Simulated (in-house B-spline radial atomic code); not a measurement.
Inner levels of strontium as electrons are removed. A shift is the extra binding of the orbital against the neutral atom ([Kr] 5s2). Computed with a radial B-spline atomic code at the basis-set limit: non-relativistic Hartree-Fock, average of the configuration, point nuclei.

This level leaves out relativity, spin-orbit splitting included, which matters for heavy ions.

```json
{"ion": "Sr", "configuration": "[Kr] 5s2", "shift of 3d (eV)": "0", "shift of 2s (eV)": "0", "shift of 3s (eV)": "0", "radius of 3d (bohr)": "0.49501", "radius of 2s (bohr)": "0.17654", "radius of 3s (bohr)": "0.4997", "Σ<r²> (bohr²)": "76.063", "change of density at nucleus (bohr⁻³)": "-"}
{"ion": "Sr+", "configuration": "[Kr] 5s1", "shift of 3d (eV)": "6.0015", "shift of 2s (eV)": "6.0055", "shift of 3s (eV)": "5.9861", "radius of 3d (bohr)": "0.49498", "radius of 2s (bohr)": "0.17654", "radius of 3s (bohr)": "0.49971", "Σ<r²> (bohr²)": "45.91", "change of density at nucleus (bohr⁻³)": "-1.6526"}
{"ion": "Sr2+", "configuration": "[Ar] 3d10 4s2 4p6", "shift of 3d (eV)": "13.365", "shift of 2s (eV)": "13.381", "shift of 3s (eV)": "13.318", "radius of 3d (bohr)": "0.49491", "radius of 2s (bohr)": "0.17654", "radius of 3s (bohr)": "0.49973", "Σ<r²> (bohr²)": "26.684", "change of density at nucleus (bohr⁻³)": "-5.0959"}
{"ion": "Sr3+", "configuration": "[Ar] 3d10 4s2 4p5", "shift of 3d (eV)": "29.474", "shift of 2s (eV)": "29.796", "shift of 3s (eV)": "29.427", "radius of 3d (bohr)": "0.49419", "radius of 2s (bohr)": "0.17653", "radius of 3s (bohr)": "0.49952", "Σ<r²> (bohr²)": "22.649", "change of density at nucleus (bohr⁻³)": "-0.2875"}
{"ion": "Sr4+", "configuration": "[Ar] 3d10 4s2 4p4", "shift of 3d (eV)": "?", "shift of 2s (eV)": "?", "shift of 3s (eV)": "?", "radius of 3d (bohr)": "?", "radius of 2s (bohr)": "?", "radius of 3s (bohr)": "?", "Σ<r²> (bohr²)": "?", "change of density at nucleus (bohr⁻³)": "?"}
{"ion": "Sr5+", "configuration": "[Ar] 3d10 4s2 4p3", "shift of 3d (eV)": "65.174", "shift of 2s (eV)": "66.428", "shift of 3s (eV)": "65.1", "radius of 3d (bohr)": "0.49215", "radius of 2s (bohr)": "0.17651", "radius of 3s (bohr)": "0.49893", "Σ<r²> (bohr²)": "16.137", "change of density at nucleus (bohr⁻³)": "10.889"}
{"ion": "Sr6+", "configuration": "[Ar] 3d10 4s2 4p2", "shift of 3d (eV)": "84.613", "shift of 2s (eV)": "86.507", "shift of 3s (eV)": "84.508", "radius of 3d (bohr)": "0.49085", "radius of 2s (bohr)": "0.17649", "radius of 3s (bohr)": "0.49853", "Σ<r²> (bohr²)": "13.437", "change of density at nucleus (bohr⁻³)": "17.227"}
{"ion": "Sr7+", "configuration": "[Ar] 3d10 4s2 4p1", "shift of 3d (eV)": "105.04", "shift of 2s (eV)": "107.69", "shift of 3s (eV)": "104.89", "radius of 3d (bohr)": "0.48937", "radius of 2s (bohr)": "0.17647", "radius of 3s (bohr)": "0.49807", "Σ<r²> (bohr²)": "11.016", "change of density at nucleus (bohr⁻³)": "24.054"}
{"ion": "Sr8+", "configuration": "[Ar] 3d10 4s2", "shift of 3d (eV)": "126.4", "shift of 2s (eV)": "129.94", "shift of 3s (eV)": "126.19", "radius of 3d (bohr)": "0.48771", "radius of 2s (bohr)": "0.17645", "radius of 3s (bohr)": "0.49754", "Σ<r²> (bohr²)": "8.8271", "change of density at nucleus (bohr⁻³)": "31.365"}
{"ion": "Sr9+", "configuration": "[Ar] 3d10 4s1", "shift of 3d (eV)": "149.58", "shift of 2s (eV)": "153.83", "shift of 3s (eV)": "148.82", "radius of 3d (bohr)": "0.48574", "radius of 2s (bohr)": "0.17646", "radius of 3s (bohr)": "0.49785", "Σ<r²> (bohr²)": "7.0146", "change of density at nucleus (bohr⁻³)": "-15.024"}
{"ion": "Sr10+", "configuration": "[Ar] 3d10", "shift of 3d (eV)": "173.57", "shift of 2s (eV)": "178.62", "shift of 3s (eV)": "172.21", "radius of 3d (bohr)": "0.48365", "radius of 2s (bohr)": "0.17646", "radius of 3s (bohr)": "0.49753", "Σ<r²> (bohr²)": "5.3418", "change of density at nucleus (bohr⁻³)": "-67.013"}
{"ion": "Sr11+", "configuration": "[Ar] 3d9", "shift of 3d (eV)": "216.61", "shift of 2s (eV)": "228.62", "shift of 3s (eV)": "213.33", "radius of 3d (bohr)": "0.47176", "radius of 2s (bohr)": "0.17638", "radius of 3s (bohr)": "0.49258", "Σ<r²> (bohr²)": "4.8681", "change of density at nucleus (bohr⁻³)": "-52.171"}
{"ion": "Sr12+", "configuration": "[Ar] 3d8", "shift of 3d (eV)": "?", "shift of 2s (eV)": "?", "shift of 3s (eV)": "?", "radius of 3d (bohr)": "?", "radius of 2s (bohr)": "?", "radius of 3s (bohr)": "?", "Σ<r²> (bohr²)": "?", "change of density at nucleus (bohr⁻³)": "?"}
{"ion": "Sr13+", "configuration": "[Ar] 3d7", "shift of 3d (eV)": "307.87", "shift of 2s (eV)": "335.73", "shift of 3s (eV)": "299.73", "radius of 3d (bohr)": "0.45022", "radius of 2s (bohr)": "0.17616", "radius of 3s (bohr)": "0.48252", "Σ<r²> (bohr²)": "4.0431", "change of density at nucleus (bohr⁻³)": "-18.716"}
{"ion": "Sr14+", "configuration": "[Ar] 3d6", "shift of 3d (eV)": "356.04", "shift of 2s (eV)": "392.75", "shift of 3s (eV)": "344.91", "radius of 3d (bohr)": "0.4404", "radius of 2s (bohr)": "0.17603", "radius of 3s (bohr)": "0.47746", "Σ<r²> (bohr²)": "3.6814", "change of density at nucleus (bohr⁻³)": "-0.1273"}
{"ion": "Sr15+", "configuration": "[Ar] 3d5", "shift of 3d (eV)": "?", "shift of 2s (eV)": "?", "shift of 3s (eV)": "?", "radius of 3d (bohr)": "?", "radius of 2s (bohr)": "?", "radius of 3s (bohr)": "?", "Σ<r²> (bohr²)": "?", "change of density at nucleus (bohr⁻³)": "?"}
{"ion": "Sr16+", "configuration": "[Ar] 3d4", "shift of 3d (eV)": "457.33", "shift of 2s (eV)": "513.53", "shift of 3s (eV)": "439.1", "radius of 3d (bohr)": "0.42232", "radius of 2s (bohr)": "0.17571", "radius of 3s (bohr)": "0.46739", "Σ<r²> (bohr²)": "3.0402", "change of density at nucleus (bohr⁻³)": "40.754"}
{"ion": "Sr17+", "configuration": "[Ar] 3d3", "shift of 3d (eV)": "510.42", "shift of 2s (eV)": "577.22", "shift of 3s (eV)": "488.05", "radius of 3d (bohr)": "0.41396", "radius of 2s (bohr)": "0.17552", "radius of 3s (bohr)": "0.4624", "Σ<r²> (bohr²)": "2.7548", "change of density at nucleus (bohr⁻³)": "63.041"}
{"ion": "Sr18+", "configuration": "[Ar] 3d2", "shift of 3d (eV)": "565.12", "shift of 2s (eV)": "643.06", "shift of 3s (eV)": "538.22", "radius of 3d (bohr)": "0.406", "radius of 2s (bohr)": "0.17532", "radius of 3s (bohr)": "0.45745", "Σ<r²> (bohr²)": "2.4896", "change of density at nucleus (bohr⁻³)": "86.557"}
```

(1) Fill in the row of Sr4+.

(2) Fill in the row of Sr12+.

(3) Fill in the row of Sr15+.

Answers

(1) shift of 3d (eV): 46.772; shift of 2s (eV): 47.504; shift of 3s (eV): 46.717; radius of 3d (bohr): 0.49327; radius of 2s (bohr): 0.17652; radius of 3s (bohr): 0.49926; Σ<r²> (bohr²): 19.178; change of density at nucleus (bohr⁻³): 5.0462.

(2) shift of 3d (eV): 261.38; shift of 2s (eV): 281; shift of 3s (eV): 255.86; radius of 3d (bohr): 0.46065; radius of 2s (bohr): 0.17628; radius of 3s (bohr): 0.48756; Σ<r²> (bohr²): 4.4371; change of density at nucleus (bohr⁻³): -36.068.

(3) shift of 3d (eV): 405.87; shift of 2s (eV): 452.03; shift of 3s (eV): 391.38; radius of 3d (bohr): 0.43111; radius of 2s (bohr): 0.17588; radius of 3s (bohr): 0.47242; Σ<r²> (bohr²): 3.3482; change of density at nucleus (bohr⁻³): 19.698.
